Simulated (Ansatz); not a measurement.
Mulliken charges of `F[SiH2]N[SiH2]Cl` from ωB97M-V/def2-TZVPP in Ansatz (PBE0-D4/def2-TZVP geometry).

```json
{"atom": "F1", "x (Å)": "-0.849", "y (Å)": "-2.161", "z (Å)": "1.301", "charge (e)": "-0.312"}
{"atom": "Si2", "x (Å)": "0.158", "y (Å)": "-1.539", "z (Å)": "0.226", "charge (e)": "0.519"}
{"atom": "N3", "x (Å)": "0.399", "y (Å)": "0.137", "z (Å)": "0.483", "charge (e)": "-0.347"}
{"atom": "Si4", "x (Å)": "-0.369", "y (Å)": "1.439", "z (Å)": "-0.327", "charge (e)": "0.380"}
{"atom": "Cl5", "x (Å)": "0.847", "y (Å)": "2.287", "z (Å)": "-1.756", "charge (e)": "-0.225"}
{"atom": "H6", "x (Å)": "-0.460", "y (Å)": "-1.717", "z (Å)": "-1.105", "charge (e)": "-0.040"}
{"atom": "H7", "x (Å)": "1.436", "y (Å)": "-2.263", "z (Å)": "0.394", "charge (e)": "-0.044"}
{"atom": "H8", "x (Å)": "1.092", "y (Å)": "0.390", "z (Å)": "1.175", "charge (e)": "0.106"}
{"atom": "H9", "x (Å)": "-0.693", "y (Å)": "2.524", "z (Å)": "0.624", "charge (e)": "-0.022"}
{"atom": "H10", "x (Å)": "-1.561", "y (Å)": "0.902", "z (Å)": "-1.015", "charge (e)": "-0.015"}
```

Task: By hand: the dipole of these point charges (1 e Å = 4.8032 D).

Result: Σ q r = (-0.013, 0.001, -0.032) e Å, of length 0.035 e Å = 0.17 D.

Task: How does the dipole of the full density compare? (Best estimate.)

Result: Ansatz gave: (0.144, 0.038, 0.154) e Å, 1.03 D; the point charges give 0.17 times that, at 156° from its direction, so they point the opposite way.

Point charges leave out the atoms' own dipoles, such as those of lone pairs, and Mulliken's split depends on the basis, so the two needn't agree.
